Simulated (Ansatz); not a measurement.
Species: C₂HF₃O, net charge 0, singlet state. 
Structure (B3LYP-D3(BJ)/def2-TZVP (Ansatz, a first-principles code) minimum search):
```
C
F 1 1.3265
F 1 1.3465 2 108.93
F 1 1.3465 2 108.93 3 -117.37
C 1 1.5438 2 112.79 3 121.32
O 5 1.1917 1 122.80 2 0.00
H 5 1.1053 6 124.13 1 -180.00
```
Charge 0, spin multiplicity 1.

Basis-set convergence of Hartree-Fock and CCSD correlation energies (hartree) with Ansatz. Valence correlation only, unless marked. Spin-orbit coupling is left out. No relativistic terms.

```
basis    functions       E(HF)  E(corr, CCSD)
-------  ---------  ----------  -------------
cc-pVDZ          -  -449.50865       -1.00887
cc-pVTZ        194  (withheld)     (withheld)
```

Question: Some entries are withheld; supply them.

Answer: 
- cc-pVTZ, E(HF): -449.65682
- cc-pVTZ, E(corr, CCSD): -1.29009
